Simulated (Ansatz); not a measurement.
Cartesian coordinates in Å:
```
F 0.323 -0.126 1.850
C 0.022 0.450 0.646
Al -0.429 -0.636 -0.899
Te 1.778 0.395 -0.826
H -0.212 1.501 0.804
H -1.483 -1.584 -1.575
```

Total charge 0; spin multiplicity 1. Te: def2 effective core potential.

Question: List the PBE/def2-TZVPP orbital energies in eV (Ansatz). (Best estimate.)

Answer: Ansatz gave: Occupied: -1507.28, -660.13, -271.33, -164.13, -114.48, -114.37, -114.30, -107.56, -69.64, -69.49, -69.39, -40.53, -40.52, -40.44, -40.35, -40.34, -30.23, -17.21, -14.71, -12.28, -11.42, -10.72, -9.59, -8.15, -6.47, -5.93, -5.72. Lowest empty: -2.52, -2.18, -1.16, -0.48, 0.88, 1.37, 1.95, 2.32.
